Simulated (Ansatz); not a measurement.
Reaction (substitution at a C–N bond): `C[N]=[V]([NH2])([OH])[OH]` + `C[SiH](O)O` → `CO[SiH](C)O` + `[NH]=[V]([NH2])([OH])[OH]`

Gas-phase electronic energies from Ansatz, PBE0-D4/def2-TZVP geometries. CCSD(T)/CBS is the MP2 limit (def2-TZVPP, def2-QZVPP) plus CCSD(T) − MP2 in def2-TZVPP, frozen cores. For V outer-core shells are correlated without core-valence functions, which leaves a few kJ/mol of doubt a bond. Scalar relativity is left out up to krypton. One conformer a species, not always the lowest.

```tsv
species	CCSD(T)/CBS(def2) energy (Eh)
`C[N]=[V]([NH2])([OH])[OH]`	-1245.58135
`C[SiH](O)O`	-481.21022
`CO[SiH](C)O`	-520.44885
`[NH]=[V]([NH2])([OH])[OH]`	-1206.32024
```

Question: Work out ΔE.

Answer: ΔE = (-520.44885) + (-1206.32024) − (-1245.58135) − (-481.21022) = 0.02248 Eh = +14.1 kcal/mol.

Largest T1 diagnostic among the species: 0.030, so the coupled-cluster value is less sure than usual.

In def2-TZVPP, CCSD(T) changes the Hartree–Fock value by +2.5 kcal/mol (the triples alone add +0.1 kcal/mol) and MP2 by +7.5 kcal/mol.
